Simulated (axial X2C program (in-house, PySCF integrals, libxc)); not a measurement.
## Spin–orbit effects along a row: molecules with Sr, PBE0

Calculated with an in-house relativistic program for diatomic molecules, spin-free (one-electron X2C) or two-component (2c: spin–orbit coupling with atomic mean-field Coulomb and Gaunt terms, which also bring small scalar terms), in Dyall basis sets with cores contracted in-house; open shells are unrestricted.

Basis sets: B dyall-v3z, Be dyall-cv3z, F dyall-av3z, Li dyall-cv3z, O dyall-av3z, Sr dyall-cv3z.

| molecule | spin-free state | Re (Å) | ωe (cm⁻¹) | De (eV) | 2c state | Re 2c (Å) | ωe 2c (cm⁻¹) | De 2c (eV) |
| --- | --- | --- | --- | --- | --- | --- | --- | --- |
| LiSr | M_S = 1/2, Λ = 0 | 3.602 | 178.8 | 0.35 | Ω = 1/2 | 3.602 | 178.8 | 0.35 |
| BeSr | M_S = 0, Λ = 0 | 3.535 | 147.3 | 0.22 | Ω = 0 | 3.535 | 147.3 | 0.22 |
| SrB | M_S = 3/2, Λ = 0 | 2.440 | 434.4 | n/a | Ω = 3/2 | 2.440 | 434.5 | n/a |
| SrO | M_S = 0, Λ = 0 | 1.895 | 704.9 | 4.28 | Ω = 0 | 1.894 | 705.2 | 4.29 |
| SrF | M_S = 1/2, Λ = 0 | 2.064 | 506.6 | 5.56 | Ω = 1/2 | 2.064 | 506.6 | 5.56 |

Each entry is the lowest single determinant of a limited PBE0 search at one distance. De goes to single-determinant-based atoms at the same level (for ions the charge split of lowest energy) and is withheld (n/a) where an atom does not fit its ground term or J level. Main or longest-lived isotopes. One determinant is a doubtful description, or other states lie close, for SrB; these need not be ground states, and all values refer to the states named. With several unpaired electrons the Ω given is that of one determinant, not necessarily of the lowest component. Some light 2c atoms are not at their ground J level, so De misses part of their lowering (0.04 eV or less). The functionals have no current term, which raises determinants with orbital currents.
